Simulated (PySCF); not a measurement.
Species: C10H14O.
Geometry (PBE0-D3(BJ)/def2-SVP, Å), atoms numbered from 1 in this order:
```
atom  x, y, z in Å
C1    -4.674   -0.230    0.773
C2    -3.337    0.494    0.756
C3    -2.147   -0.455    0.749
C4    -0.819    0.268    0.719
O5     0.207   -0.693    0.723
C6     1.493   -0.287    0.696
C7     2.461   -1.302    0.700
C8     3.811   -0.981    0.674
C9     4.224    0.354    0.642
C10    3.261    1.358    0.639
C11    1.899    1.052    0.665
H12   -4.792   -0.871   -0.115
H13   -5.517    0.478    0.785
H14   -4.767   -0.876    1.660
H15   -3.268    1.163    1.632
H16   -3.286    1.153   -0.129
H17   -2.172   -1.104    1.641
H18   -2.200   -1.127   -0.124
H19   -0.723    0.936    1.598
H20   -0.746    0.905   -0.183
H21    2.120   -2.338    0.725
H22    4.553   -1.783    0.678
H23    5.286    0.605    0.621
H24    3.567    2.408    0.615
H25    1.167    1.860    0.663
```

The closed-shell ground state was solved at several levels (PySCF, density fitting, gas phase, non-relativistic).

```
          level  basis functions  HOMO (eV)  LUMO (eV)  gap (eV)  dipole (D)
  PBE0/pcSseg-1              257      -6.38      -0.15      6.23        1.53
B3LYP/def2-SVPD              335      -6.18      -0.39      5.79        1.47
   KT2/pcSseg-1              257      -5.37      -1.02      4.35        1.55
```

(1) Estimate the row for B3LYP/pcJ-1, a basis of 437 functions; the other rows only guide the guess.

(2) Over all these levels, which gives the widest orbital gap and which the narrowest?

(3) How far do the dipole and the HOMO energy spread over the levels?

## Answers

(1) HOMO -6.15 eV, LUMO -0.32 eV, gap 5.83 eV, dipole 1.48 D.

(2) PBE0/pcSseg-1 (global hybrid, 25 % exact exchange) has the widest, 6.23 eV, and KT2/pcSseg-1 (GGA) the narrowest, 4.35 eV. The two share the basis. From the narrowest to the widest the HOMO moves by -1.01 eV and the LUMO by +0.87 eV.

(3) The dipole runs from 1.47 to 1.55 D (mean 1.51 D) and the HOMO from -6.38 to -5.37 eV.

One conformer stands for the species.
